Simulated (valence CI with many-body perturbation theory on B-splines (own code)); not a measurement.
Lu64+: key properties

Calculated by valence CI with perturbative core correlation (CI+MBPT): five valence electrons over a frozen Dirac-Fock core [He], a basis of 11 s, 11 p, 10 d, 8 f, 5 g, 2 h functions for each j, with the one-electron correlation potential Σ1, the two-electron term Σ2, the three-electron term Σ3, Breit, model QED; selected CI, second order for the rest, scaled by the run's own slope (own B-spline code, finite nucleus).

No measured spectrum was set against this ion. As an estimate, large intervals hold to a few tenths of a per cent, small ones and those within an open d or f shell to about a per cent. Among the levels kept, up to 7400 cm⁻¹ of a level comes from second order outside the variational space, and about a tenth of that is noise between levels of different J, which matters for small intervals.

Levels are named by their leading jj configuration (3d3/2^4 stands for four electrons in 3d with j = 3/2), which in mixed levels can hold well under half, so a name can repeat and another be missing.

Rates and lifetimes use the calculated energies. Strong lines usually hold to 10 to 20 %, long lifetimes can be off by a factor of two.

Task: What is the ground level?

Result: (2s^2 2p1/2^2 2p3/2) J=3/2, composition 49 % 2s²2p³ ²P° + 27 % 2s²2p³ ²D° + 24 % 2s²2p³ ⁴S°, g = 1.317.

Task: Name the longest-lived excited levels whose lifetime is computed, and their main decay.

Result: (2s^2 2p1/2 2p3/2^2) J=5/2 at 9412.0 × 10³ cm⁻¹ lives 414 ps, mostly by M1 to (2s^2 2p1/2^2 2p3/2) J=3/2; (2s^2 2p1/2 2p3/2^2) J=1/2 at 9808.0 × 10³ cm⁻¹ lives 125 ps, mostly by M1 to (2s^2 2p1/2^2 2p3/2) J=3/2; (2s^2 2p1/2 2p3/2^2) J=3/2 at 9226.9 × 10³ cm⁻¹ lives 70.9 ps, mostly by M1 to (2s^2 2p1/2^2 2p3/2) J=3/2.

Task: Among levels below 93828 × 10³ cm⁻¹, which E1 lines absorb most strongly from the ground level?

Result: to (2s^2 2p1/2^2 3d5/2) J=5/2 at 0.1419 nm, f = 0.548; to (2s^2 2p1/2 2p3/2 3d3/2) J=5/2 at 0.1261 nm, f = 0.508; to (2s^2 2p1/2 2p3/2 3d3/2) J=3/2 at 0.1261 nm, f = 0.297.

Task: What is the ionisation energy?

Result: 15212 eV; NIST lists 15211 ± 24 eV (theoretical).

Task: How well does LS coupling describe the low levels?

Result: Among the lowest 20 levels the leading LS term, summed over configurations, holds 63 % on average. For single configurations the figures are 63 % in LS and 100 % in jj coupling. Terms mix most in the J = 3/2 level at 68960 × 10³ cm⁻¹, where the leading one holds 35 %.

Task: Where does the other parity begin?

Result: At (2s 2p1/2^2 2p3/2^2) J=5/2, 11845 × 10³ cm⁻¹.
